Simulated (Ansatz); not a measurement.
A single point on `[SiH3][Ga]1[O][SiH2][S]1`.

```yaml
crystal:
  periodic: [false, false, false]
  atoms:
    - {symbol: Si, position_ang: [-2.330595, -0.894650, -0.261703]}
    - {symbol: Ga, position_ang: [-0.187250, 0.141975, -0.101743]}
    - {symbol: O, position_ang: [1.370823, -0.563546, 0.565943]}
    - {symbol: Si, position_ang: [2.318410, 0.757453, 0.310561]}
    - {symbol: S, position_ang: [0.827125, 2.059918, -0.565719]}
    - {symbol: H, position_ang: [-3.299017, 0.064063, -0.848940]}
    - {symbol: H, position_ang: [-2.774878, -1.294562, 1.097578]}
    - {symbol: H, position_ang: [-2.220550, -2.096447, -1.126970]}
    - {symbol: H, position_ang: [2.864165, 1.329374, 1.567219]}
    - {symbol: H, position_ang: [3.431775, 0.496432, -0.636225]}
basis:
  gaussian: {orbitals: def2-QZVPP}
correlation: {method: mp2}
```

```sh
$ ansatz run in.yaml --threads 2 --pin off --events-out ev --progress --plain --max-ram 22528MiB --backend cuda --devices 0, --max-vram 18GiB
```

Shortened log:

```
Functional definition: HF
3066 factors; integrals over basis functions are off by at most 6.4e-4 eV
mean field evaluation 1: about -80994.9182 eV, gradient 4.6e1 eV
mean field evaluation 2: about -80995.1051 eV, gradient 4.7e1 eV
mean field evaluation 4: about -80999.9900 eV, gradient 4.6e0 eV
mean field evaluation 8: about -81000.0938 eV, gradient 3.5e-1 eV
mean field evaluation 16: about -81000.0952 eV, gradient 2.6e-6 eV
mean field -81000.09524529 eV, -2976.6985964277 hartree, gradient 2.6e-6 eV, S^2 0.000000; 0 other end points of the search recorded, 0 dependent functions left out
25 core orbitals not correlated: weight in the atoms' cores, before any rotation towards them, 1.000 or more for the frozen orbitals, at most 0.000 for the correlated occupied ones
reference -81000.09524529 eV, -2976.6985964277 hartree; 19, 19 occupied and 462, 462 virtual orbitals, 3066 factors
second order -31.91547217 eV of doubles, -0.00000000 eV of singles
Total energy: -81032.01071746 eV, -2977.8714683970 hartree
```

It took 8 s on 2 threads of an AMD EPYC 7R13 on a shared host and a share of an NVIDIA H100 80 GB, with 1.1 GiB of host memory at the peak.
